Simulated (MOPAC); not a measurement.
MOPAC input (PM3):

```
PM3 1SCF UHF MS=0.5 GEO-OK AUX(PRECISION=9) THREADS=1
C3H8BO

C    -1.00824300 1    1.61273200 1   -0.71177900 1
B    -0.41977700 1    0.33160800 1   -0.10425600 1
C    -1.28371900 1   -0.73803400 1    0.67152000 1
O     0.93023600 1    0.17375500 1   -0.28253300 1
C     1.63883100 1   -0.95061500 1    0.21258500 1
H    -0.39438600 1    2.33421500 1   -1.24121400 1
H    -2.06012700 1    1.86844500 1   -0.64788900 1
H    -2.33825800 1   -0.46725500 1    0.72742100 1
H    -1.21931300 1   -1.72354400 1    0.19745400 1
H    -0.92230300 1   -0.87630100 1    1.69639800 1
H     1.56332300 1   -1.01865800 1    1.30074800 1
H     1.26153000 1   -1.87954700 1   -0.22233900 1
H     2.68531500 1   -0.82992700 1   -0.06298700 1
```

Output:

```
 *******************************************************************************
 **                                                                           **
 **                              MOPAC v23.2.5                                **
 **                                                                           **
 *******************************************************************************
 ** MOPAC's Digital Object Identifier: https://doi.org/10.5281/zenodo.6511958 **
 **                                                                           **
 ** Please cite the open-source release paper for use of this MOPAC version:  **
 ** J. E. Moussa and J. J. P. Stewart (2026)                                  **
 ** MOPAC: An open-source semiempirical molecular orbital program             **
 ** J. Open Source Softw., 11(119), 8025, https://doi.org/10.21105/joss.08025 **
 *******************************************************************************

                              PM3 CALCULATION RESULTS

 *******************************************************************************
 *  PM3        - The PM3 Hamiltonian to be used
 *  GEO-OK     - OVERRIDE INTERATOMIC DISTANCE AND OTHER SAFETY CHECKS
 *  UHF        - UNRESTRICTED HARTREE-FOCK CALCULATION
 *  MS=        - IN MECI, MAGNETIC COMPONENT OF SPIN =  0.5
 *  1SCF       - DO 1 SCF AND THEN STOP
 *  AUX        - OUTPUT AUXILIARY INFORMATION
 *******************************************************************************
PM3 1SCF UHF MS=0.5 GEO-OK AUX(PRECISION=9) THREADS=1
 C3H8BO

   ATOM   CHEMICAL          X               Y               Z
  NUMBER   SYMBOL      (ANGSTROMS)     (ANGSTROMS)     (ANGSTROMS)

     1       C         -1.00824300  *   1.61273200  *  -0.71177900  *
     2       B         -0.41977700  *   0.33160800  *  -0.10425600  *
     3       C         -1.28371900  *  -0.73803400  *   0.67152000  *
     4       O          0.93023600  *   0.17375500  *  -0.28253300  *
     5       C          1.63883100  *  -0.95061500  *   0.21258500  *
     6       H         -0.39438600  *   2.33421500  *  -1.24121400  *
     7       H         -2.06012700  *   1.86844500  *  -0.64788900  *
     8       H         -2.33825800  *  -0.46725500  *   0.72742100  *
     9       H         -1.21931300  *  -1.72354400  *   0.19745400  *
    10       H         -0.92230300  *  -0.87630100  *   1.69639800  *
    11       H          1.56332300  *  -1.01865800  *   1.30074800  *
    12       H          1.26153000  *  -1.87954700  *  -0.22233900  *
    13       H          2.68531500  *  -0.82992700  *  -0.06298700  *

          CARTESIAN COORDINATES

    NO.       ATOM           X           Y           Z

     1         C         -1.0082      1.6127     -0.7118
     2         B         -0.4198      0.3316     -0.1043
     3         C         -1.2837     -0.7380      0.6715
     4         O          0.9302      0.1738     -0.2825
     5         C          1.6388     -0.9506      0.2126
     6         H         -0.3944      2.3342     -1.2412
     7         H         -2.0601      1.8684     -0.6479
     8         H         -2.3383     -0.4673      0.7274
     9         H         -1.2193     -1.7235      0.1975
    10         H         -0.9223     -0.8763      1.6964
    11         H          1.5633     -1.0187      1.3007
    12         H          1.2615     -1.8795     -0.2223
    13         H          2.6853     -0.8299     -0.0630

  H: (PM3): J. J. P. STEWART, J. COMP. CHEM. 10, 209 (1989).
  B: (PM3): J. J. P. STEWART, J. MOL. MOD., 10, 155-164 (2004)
  C: (PM3): J. J. P. STEWART, J. COMP. CHEM. 10, 209 (1989).
  O: (PM3): J. J. P. STEWART, J. COMP. CHEM. 10, 209 (1989).

           Empirical Formula: C3 H8 O B  =    13 atoms

      MOLECULAR POINT GROUP   :   Cs

          UHF CALCULATION, NO. OF ALPHA ELECTRONS =   15
                           NO. OF BETA  ELECTRONS =   14

 -------------------------------------------------------------------------------
 PM3 1SCF UHF MS=0.5 GEO-OK AUX(PRECISION=9) THREADS=1
 C3H8BO

     1SCF WAS SPECIFIED, SO BFGS WAS NOT USED
     SCF FIELD WAS ACHIEVED

                              PM3 CALCULATION
                                                       MOPAC v23.2.5 Linux

          FINAL HEAT OF FORMATION =        -57.81493 KCAL/MOL =    -241.89767 KJ/MOL

          COSMO AREA              =        124.51 SQUARE ANGSTROMS
          COSMO VOLUME            =        111.12 CUBIC ANGSTROMS

          IONIZATION POTENTIAL    =          9.939332 EV
          ALPHA SOMO LUMO (EV)    =         -9.939  1.665
          BETA  SOMO LUMO (EV)    =        -11.373 -0.440
          NO. OF ALPHA ELECTRONS  =         15
          NO. OF BETA  ELECTRONS  =         14
          MOLECULAR WEIGHT        =         70.9056         POINT GROUP:  Cs

          MOLECULAR DIMENSIONS (Angstroms)

            Atom       Atom       Distance
            H    13    H     7     5.49022
            H     6    H    10     4.14218
            H     9    H    11     1.99005

          SCF CALCULATIONS        =          1

   ATOM   CHEMICAL          X               Y               Z
  NUMBER   SYMBOL      (ANGSTROMS)     (ANGSTROMS)     (ANGSTROMS)

     1       C         -1.00824300  *   1.61273200  *  -0.71177900  *
     2       B         -0.41977700  *   0.33160800  *  -0.10425600  *
     3       C         -1.28371900  *  -0.73803400  *   0.67152000  *
     4       O          0.93023600  *   0.17375500  *  -0.28253300  *
     5       C          1.63883100  *  -0.95061500  *   0.21258500  *
     6       H         -0.39438600  *   2.33421500  *  -1.24121400  *
     7       H         -2.06012700  *   1.86844500  *  -0.64788900  *
     8       H         -2.33825800  *  -0.46725500  *   0.72742100  *
     9       H         -1.21931300  *  -1.72354400  *   0.19745400  *
    10       H         -0.92230300  *  -0.87630100  *   1.69639800  *
    11       H          1.56332300  *  -1.01865800  *   1.30074800  *
    12       H          1.26153000  *  -1.87954700  *  -0.22233900  *
    13       H          2.68531500  *  -0.82992700  *  -0.06298700  *

                             CARTESIAN COORDINATES

   1    C       -1.008243000     1.612732000    -0.711779000
   2    B       -0.419777000     0.331608000    -0.104256000
   3    C       -1.283719000    -0.738034000     0.671520000
   4    O        0.930236000     0.173755000    -0.282533000
   5    C        1.638831000    -0.950615000     0.212585000
   6    H       -0.394386000     2.334215000    -1.241214000
   7    H       -2.060127000     1.868445000    -0.647889000
   8    H       -2.338258000    -0.467255000     0.727421000
   9    H       -1.219313000    -1.723544000     0.197454000
  10    H       -0.922303000    -0.876301000     1.696398000
  11    H        1.563323000    -1.018658000     1.300748000
  12    H        1.261530000    -1.879547000    -0.222339000
  13    H        2.685315000    -0.829927000    -0.062987000

           Empirical Formula: C3 H8 O B  =    13 atoms

      MOLECULAR POINT GROUP   :   Cs

          ALPHA EIGENVALUES
 -39.12686 -31.42733 -28.89463 -26.21734 -19.00157 -16.64080 -16.63496 -15.76373
 -13.79615 -13.64326 -13.36369 -12.55573 -12.22969 -11.45789  -9.93933   1.66540
   2.51758   3.37675   3.79881   3.86744   4.05585   4.18004   4.36382   4.57426
   4.61433   4.82735   5.03444   6.12786

           BETA EIGENVALUES
 -39.10419 -31.15026 -28.43809 -25.63820 -18.91671 -16.58359 -16.41398 -15.60398
 -13.55946 -13.55505 -13.28369 -12.36533 -11.83953 -11.37300  -0.43965   2.66841
   2.71782   3.62193   3.80370   3.98232   4.06628   4.19892   4.56107   4.65595
   4.82624   5.03101   5.25627   6.20357

              NET ATOMIC CHARGES AND DIPOLE CONTRIBUTIONS

  ATOM NO.   TYPE          CHARGE      No. of ELECS.   s-Pop       p-Pop
    1          C          -0.108393        4.1084     1.19707     2.91132
    2          B          -0.074381        3.0744     1.04142     2.03296
    3          C          -0.180551        4.1806     1.11751     3.06304
    4          O          -0.144842        6.1448     1.74818     4.39667
    5          C           0.059567        3.9404     1.13042     2.81002
    6          H           0.074864        0.9251     0.92514
    7          H           0.080033        0.9200     0.91997
    8          H           0.063377        0.9366     0.93662
    9          H           0.065625        0.9344     0.93437
   10          H           0.065625        0.9344     0.93437
   11          H           0.028575        0.9714     0.97143
   12          H           0.028575        0.9714     0.97143
   13          H           0.041924        0.9581     0.95808
 DIPOLE           X         Y         Z       TOTAL
 POINT-CHG.     0.218    -0.680     0.341     0.791
 HYBRID         0.085    -0.310     0.158     0.358
 SUM            0.303    -0.990     0.499     1.149

          ATOMIC ORBITAL ELECTRON POPULATIONS

     Atom    s        px        py        pz
    1  C   1.19707   1.00079   0.97448   0.93605
    2  B   1.04142   0.68288   0.77536   0.57472
    3  C   1.11751   1.02956   1.01893   1.01455
    4  O   1.74818   1.39790   1.38960   1.60916
    5  C   1.13042   0.94781   0.88781   0.97439
    6  H   0.92514
    7  H   0.91997
    8  H   0.93662
    9  H   0.93437
   10  H   0.93437
   11  H   0.97143
   12  H   0.97143
   13  H   0.95808

                    (SZ)    =    0.500000
                    (S**2)  =    0.770539

          ATOMIC ORBITAL SPIN POPULATIONS

    Atom   Total    s     px     py     pz
         Atomic
    1  C  1.1124  0.066  0.101  0.270  0.676
    2  B -0.0579 -0.023 -0.007 -0.030  0.003
    3  C -0.0019 -0.001 -0.000 -0.001  0.000
    4  O  0.0938 -0.000  0.006  0.024  0.064
    5  C -0.0138 -0.002 -0.003 -0.005 -0.003
    6  H -0.0726 -0.073
    7  H -0.0728 -0.073
    8  H -0.0003 -0.000
    9  H  0.0023  0.002
   10  H  0.0023  0.002
   11  H  0.0039  0.004
   12  H  0.0039  0.004
   13  H  0.0007  0.001

 **********************
 *                    *
 * JOB ENDED NORMALLY *
 *                    *
 **********************

 == MOPAC DONE ==
```

The geometry given is a B3LYP-D3(BJ)/def2-TZVP minimum.
